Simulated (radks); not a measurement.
Isoelectronic series with 10 electrons, each ion in its NIST ground configuration. All-electron calculation, scalar-relativistic Kohn-Sham, BLYP, spin-unpolarised, spherical densities, point nucleus. Program: a radial shooting solver on a logarithmic mesh with Libxc functionals. Total energies (hartree) and mean radii <r> (bohr):

[
 {"ion": "Ne", "configuration": "[Ne]", "E (hartree)": "-129.12035", "2p": "0.9829", "2s": "0.8977", "1s": "0.1579"},
 {"ion": "Mg2+", "configuration": "[Ne]", "E (hartree)": "-199.56868", "2p": "0.6840", "2s": "0.6955", "1s": "0.1306"},
 {"ion": "Al3+", "configuration": "[Ne]", "E (hartree)": "-240.86775", "2p": "0.5975", "2s": "0.6235", "1s": "0.1202"},
 {"ion": "Si4+", "configuration": "[Ne]", "E (hartree)": "-286.21631", "2p": "0.5312", "2s": "0.5646", "1s": "0.1113"},
 {"ion": "P5+", "configuration": "[Ne]", "E (hartree)": "-335.61813", "2p": "0.4785", "2s": "0.5157", "1s": "0.1036"},
 {"ion": "S6+", "configuration": "[Ne]", "E (hartree)": "-389.07870", "2p": "0.4356", "2s": "0.4745", "1s": "0.09684"},
 {"ion": "Cl7+", "configuration": "[Ne]", "E (hartree)": "-446.60472", "2p": "0.3998", "2s": "0.4394", "1s": "0.09093"},
 {"ion": "Ar8+", "configuration": "[Ne]", "E (hartree)": "-508.20389", "2p": "0.3696", "2s": "0.4090", "1s": "0.08568"},
 {"ion": "K9+", "configuration": "[Ne]", "E (hartree)": "-573.88478", "2p": "0.3436", "2s": "0.3825", "1s": "0.08100"},
 {"ion": "Ca10+", "configuration": "[Ne]", "E (hartree)": "-643.65676", "2p": "0.3211", "2s": "0.3592", "1s": "0.07679"},
 {"ion": "Sc11+", "configuration": "[Ne]", "E (hartree)": "-717.52992", "2p": "0.3013", "2s": "0.3385", "1s": "0.07299"},
 {"ion": "Ti12+", "configuration": "[Ne]", "E (hartree)": "-795.51509", "2p": "0.2839", "2s": "0.3201", "1s": "0.06954"},
 {"ion": "V13+", "configuration": "[Ne]", "E (hartree)": "-877.62378", "2p": "0.2683", "2s": "0.3035", "1s": "0.06639"},
 {"ion": "Cr14+", "configuration": "[Ne]", "E (hartree)": "-963.86821", "2p": "0.2544", "2s": "0.2885", "1s": "0.06351"},
 {"ion": "Mn15+", "configuration": "[Ne]", "E (hartree)": "-1054.26130", "2p": "0.2418", "2s": "0.2749", "1s": "0.06086"},
 {"ion": "Fe16+", "configuration": "[Ne]", "E (hartree)": "-1148.81664", "2p": "0.2305", "2s": "0.2625", "1s": "0.05841"},
 {"ion": "Co17+", "configuration": "[Ne]", "E (hartree)": "-1247.54854", "2p": "0.2201", "2s": "0.2511", "1s": "0.05615"},
 {"ion": "Ni18+", "configuration": "[Ne]", "E (hartree)": "-1350.47199", "2p": "0.2106", "2s": "0.2407", "1s": "0.05405"},
 {"ion": "Cu19+", "configuration": "[Ne]", "E (hartree)": "-1457.60269", "2p": "0.2019", "2s": "0.2310", "1s": "0.05210"},
 {"ion": "Zn20+", "configuration": "[Ne]", "E (hartree)": "-1568.95710", "2p": "0.1939", "2s": "0.2221", "1s": "0.05027"}
]
